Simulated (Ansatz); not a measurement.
Basis-set series for `C[SiH](N)Cl`. Total charge 0; spin multiplicity 1. Geometry: relaxed with PBE0-D4/def2-TZVP. It is one conformer, not always the lowest.

| functional | basis | functions | energy (Eh) | HOMO (eV) | LUMO (eV) |
| --- | --- | --- | --- | --- | --- |
| PBE0-D4 | def2-SVP | 94 | -845.56652 | -7.63 | 1.46 |
| PBE0-D4 | def2-TZVPP | 230 | -845.94615 | -7.84 | 0.76 |
| ωB97M-V | def2-SVP | 94 | -845.85102 | -9.97 | 3.13 |
| ωB97M-V | def2-TZVPP | 230 | -846.23546 | -10.20 | 2.19 |

(1) Give the rows for def2-QZVPP. (Estimate.)

Results:

(1) Computed: 
| functional | basis | functions | energy (Eh) | HOMO (eV) | LUMO (eV) |
| --- | --- | --- | --- | --- | --- |
| PBE0-D4 | def2-QZVPP | 434 | -845.97586 | -7.89 | 0.42 |
| ωB97M-V | def2-QZVPP | 434 | -846.26365 | -10.25 | 1.61 |

Positive LUMOs are unbound and depend on the basis.
